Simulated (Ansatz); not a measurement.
Consider the ligand exchange at the Si–S bond: `S[SiH2]Cl` + CH₃NH₂ → `CN[SiH2]Cl` + H₂S.

Program: Ansatz. Geometries: PBE0-D4/def2-TZVP. ΔE: electronic, gas phase. CCSD(T)/CBS adds triple-zeta CCSD(T) − MP2 to the extrapolated MP2 energy (def2 sets, frozen cores). This one scheme is used for every species. Functionals use def2-TZVPP. HSE06 is defined as in plane-wave codes. Each species was taken in one conformer, which may not be the lowest.

`S[SiH2]Cl`:

Z-matrix (Å, degrees):
```
Si
Cl 1 2.054
S 1 2.120 2 112.9
H 1 1.478 2 108.5 3 -116.6
H 1 1.479 2 106.5 3 122.3
H 3 1.344 1 94.3 2 70.4
```

CH₃NH₂:

Cartesian coordinates in Å:
```
C -0.217 -0.178 -0.494
N 0.577 0.395 0.580
H -1.144 -0.680 -0.179
H 0.386 -0.906 -1.042
H -0.488 0.608 -1.202
H 0.848 -0.320 1.243
H 0.039 1.080 1.095
```

`CN[SiH2]Cl`:

```xyz
10

C    -0.022    1.346   -0.427
N    -0.422    0.271    0.460
Si   -0.041   -1.362    0.197
Cl    1.969   -1.831    0.408
H     0.960    1.764   -0.180
H    -0.757    2.155   -0.412
H     0.027    0.971   -1.452
H    -0.577    0.568    1.411
H    -0.768   -2.171    1.199
H    -0.370   -1.710   -1.203
```

H₂S:

```xyz
3

S     0.328   -0.497   -0.171
H     0.268    0.235    0.951
H    -0.596    0.262   -0.780
```

| level | ΔE (kcal/mol) |
| --- | --- |
| PBE-QIDH | -1.0 |
| HSE06 | 0.0 |
| SCS-MP2/def2-TZVPP | -2.5 |
| HF/def2-QZVPP | -3.1 |

(1) What does CCSD(T)/CBS give? (An estimate is asked.)

Largest T1 diagnostic among the species: 0.010.

## Answers

(1) The calculation gave: -1.8 kcal/mol. The listed levels differ from it by 0.8, 1.8, -0.7, -1.3 kcal/mol.

At CCSD(T), def2-SVP lies −1.3 kcal/mol from the extrapolated value and def2-TZVPP −0.6 kcal/mol. From BLYP to BHLYP (50 % exact exchange), in def2-TZVPP and without D4, ΔE moves by −1.2 kcal/mol. Leaving LDA and LC-ωPBE aside and taking each functional with its dispersion term where it has one, the values, not all of them listed here, spread over 3.3 kcal/mol, from CAM-B3LYP-D4 to PBE-D4. LDA lies −2.3 kcal/mol from PBE without D4.
